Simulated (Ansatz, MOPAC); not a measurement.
Species: GaF, net charge 0, singlet state. SMILES: [Ga][F]
Geometry from a B3LYP-D3(BJ)/def2-TZVP (Ansatz, a first-principles code) optimisation:
```xyz
2

Ga     0.0000     0.0000    -0.4051
F      0.0000     0.0000     1.3954
```
Charge 0, spin multiplicity 1.

Quantity: size of the dipole moment, in D. Conventions: no spin-orbit coupling; non-relativistic; LANL2DZ with its own core potentials from Na on; six Cartesian d functions in 6-31G* and its kin unless marked 5d; PM7 with its own dispersion and hydrogen-bond terms. First-principles rows: single points at B3LYP-D3(BJ) geometries (Ansatz). Semi-empirical rows: dipoles at the shared geometry.

```csv
level,program,size of the dipole moment (D)
AM1,MOPAC,3.35
PM3,MOPAC,3.92
PM7,MOPAC,3.05
MNDO,MOPAC,3.64
SVWN5/6-31G* with LANL2DZ past Ar,Ansatz,1.66
PBE/LANL2DZ,Ansatz,2.27
PBE/6-31G*,Ansatz,1.66
B3LYP/STO-3G,Ansatz,0.83
B3LYP/3-21G,Ansatz,1.31
B3LYP/6-31G*,Ansatz,1.90
B3LYP/6-31G* with LANL2DZ past Ar,Ansatz,1.83
```

No value to compare with is used here. The 11 habitual levels span 0.83 (B3LYP/STO-3G) to 3.92 D (PM3).

The levels are drawn from those run, B3LYP/6-31G* more often than the rest, none by its result; runs whose electronic state is in doubt are left out.
